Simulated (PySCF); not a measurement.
Delta-SCF ions had no search for a lower state. Excitations are Tamm–Dancoff values on a coarser integration grid. The basis has no diffuse functions, so Rydberg states are missing or too high.

# C3H3N, SMILES `[H]/N=C\C#C` (charge 0, multiplicity 1)

Level of theory: PySCF with PBE-D3(BJ)/def2-TZVP // PBE0-D3(BJ)/def2-TZVP.

| Item | Value |
|---|---|
| HOMO | -6.61 eV |
| dipole moment | 2.19 D |
| HOMO–LUMO gap | 4.03 eV |
| LUMO | -2.58 eV |
| S1 excitation (TDA) | 4.42 eV |
| S1 oscillator strength | 0.004 |
| brightest of the four lowest singlets (TDA) | 6.44 eV |
| T1 excitation (TDA) | 3.61 eV |
| S1–T1 gap (TDA) | 0.80 eV |
| vertical ionisation energy (Delta-SCF) | 10.18 eV |
| total energy | -170.6310 Ha |
| cost | around 40 core-seconds (rough) |

```xyz
7

C      1.7151    -0.0588     0.6201
C      0.5263    -0.1777     0.4857
C     -0.8874    -0.3297     0.3321
N     -1.6630     0.4726    -0.2720
H      2.7679     0.0536     0.7348
H     -1.3217    -1.2241     0.7825
H     -1.1372     1.2641    -0.6461
```
Charge 0, spin multiplicity 1.
